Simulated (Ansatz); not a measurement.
ZnO2H2. Total charge 0; triplet. Geometry PBE-D4/def2-TZVP, that of the neutral singlet.

Cartesian coordinates in Å:
```
Zn -0.046 -0.084 -0.152
O -1.758 -0.201 0.321
O 1.615 -0.063 -0.791
H -2.085 0.617 0.729
H 2.274 -0.268 -0.107
```

At PBE-D4/def2-TZVP, r2SCAN-D4/def2-TZVP the gap within one spin of the charge 0 triplet nearly closes, so an electron or hole may be smeared out by delocalisation error. At PBE0-D4/def2-TZVP a singlet of charge 0 lies 5.27 eV below the triplet at the same geometry. The structure comes from a short search, and lower isomers may exist.

(1) Estimate the α-spin orbital energies around the gap (eV) in Ansatz with PBE-D4/def2-TZVP, r2SCAN-D4/def2-TZVP, PBE0-D4/def2-TZVP.

Answers

(1) 
| orbital | PBE-D4/def2-TZVP | r2SCAN-D4/def2-TZVP | PBE0-D4/def2-TZVP |
| --- | --- | --- | --- |
| HOMO−5 | -11.10 | -11.54 | -13.32 |
| HOMO−4 | -9.27 | -9.73 | -11.30 |
| HOMO−3 | -9.07 | -9.60 | -11.20 |
| HOMO−2 | -8.97 | -9.44 | -10.90 |
| HOMO−1 | -8.63 | -9.05 | -10.55 |
| HOMO | -2.78 | -2.90 | -3.50 |
| LUMO | -1.05 | -1.01 | -0.43 |
| LUMO+1 | -1.02 | -0.89 | -0.37 |
| LUMO+2 | -0.16 | 0.35 | 0.61 |
| LUMO+3 | 1.11 | 1.69 | 2.07 |
| LUMO+4 | 2.86 | 3.60 | 3.63 |
| LUMO+5 | 2.88 | 3.64 | 3.64 |
| β HOMO | -7.50 | -7.44 | -7.97 |
| β LUMO | -7.54 | -7.42 | -6.77 |
